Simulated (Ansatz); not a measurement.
Job for Ansatz (a first-principles code): R-CCSD(T)/cc-pVTZ on C2H7B (SMILES BCC), a point of a bond scan (R = 1.195 Å).

Ansatz 0.2 input:
```yaml
crystal:
  periodic: [false, false, false]
  atoms:
    - {symbol: B, position_ang: [-0.74511678, 1.00969072, 0.73932318]}
    - {symbol: H, position_ang: [-1.05554184, 1.26984720, 1.86306207]}
    - {symbol: H, position_ang: [-1.14246163, 1.71786546, -0.13812402]}
    - {symbol: C, position_ang: [0.20447514, -0.18371935, 0.45381740]}
    - {symbol: C, position_ang: [0.38209057, -0.63740051, -0.99729133]}
    - {symbol: H, position_ang: [-0.03169379, -1.02979159, 1.11034182]}
    - {symbol: H, position_ang: [1.16986677, 0.17617641, 0.85720004]}
    - {symbol: H, position_ang: [0.67431348, 0.19819760, -1.63621306]}
    - {symbol: H, position_ang: [-0.55096305, -1.03917752, -1.39764403]}
    - {symbol: H, position_ang: [1.14266970, -1.41485196, -1.09439513]}
basis:
  gaussian:
    orbitals: cc-pVTZ
    pivot_positions_ang: [[-0.74511678, 1.00969072, 0.73932318], [-1.05554184, 1.26984720, 1.86306207], [-1.14246163, 1.71786546, -0.13812402], [0.20447514, -0.18371935, 0.45381740], [0.38209057, -0.63740051, -0.99729133], [-0.03169379, -1.02979159, 1.11034182], [1.16986677, 0.17617641, 0.85720004], [0.67431348, 0.19819760, -1.63621306], [-0.55096305, -1.03917752, -1.39764403], [1.14266970, -1.41485196, -1.09439513]]
magnetization: {spin_polarized: false}
correlation: {method: ccsd_t, electrons: outside_noble_gas}
scf: {lower_state_search: off}
output: {orbitals: {seedname: ./end}}
```

It printed:

```
WARN ansatz: RAYON_NUM_THREADS=1 ignored (pool sized by the plan → 1); use --threads N
Functional definition: HF
these checks for a lower state are left out or cut short: stability, starts, cluster_reference, orbital_swaps, neighbouring_geometries, increment
integrals: 0.69 GiB planned
1220 factors; integrals over basis functions are off by at most 2.2e-4 eV
mean field: 0.46 GiB planned
mean field evaluation 1: about -2841.4735 eV, gradient 2.9e1 eV
mean field evaluation 2: about -2841.4734 eV, gradient 2.9e1 eV
mean field evaluation 4: about -2843.8551 eV, gradient 3.0e0 eV
mean field evaluation 8: about -2843.8903 eV, gradient 3.2e-3 eV
mean field -2843.89034889 eV, -104.5110426635 hartree, gradient 8.1e-6 eV, S^2 0.000000; 0 other end points of the search recorded, 0 dependent functions left out
3 core orbitals not correlated
reference -2843.89034889 eV, -104.5110426635 hartree; 9, 9 occupied and 176, 176 virtual orbitals, 1220 factors
second order -12.56338712 eV of doubles, -0.00000000 eV of singles
coupled cluster: 2.04 GiB planned
cycle   1  -13.33291405 eV  change   -7.7e-1 eV  update   6.9e-2
cycle   2  -13.67956342 eV  change   -3.5e-1 eV  update   2.0e-2
cycle   3  -13.71634574 eV  change   -3.7e-2 eV  update   6.8e-3
cycle   4  -13.71425529 eV  change    2.1e-3 eV  update   1.8e-3
cycle   5  -13.71420499 eV  change    5.0e-5 eV  update   6.9e-4
cycle   6  -13.71408335 eV  change    1.2e-4 eV  update   2.4e-4
cycle   7  -13.71404852 eV  change    3.5e-5 eV  update   7.6e-5
cycle   8  -13.71405161 eV  change   -3.1e-6 eV  update   2.5e-5
cycle   9  -13.71404722 eV  change    4.4e-6 eV  update   7.2e-6
perturbative correction -0.47786319 eV, -0.0175611484 hartree
Total energy: -2858.08225930 eV, -105.0325857516 hartree
Checks for a lower state left out: stability, starts, cluster_reference, orbital_swaps, neighbouring_geometries, increment
```

Self-consistency was reached.

Cost: about 110 core-seconds (a rough figure).
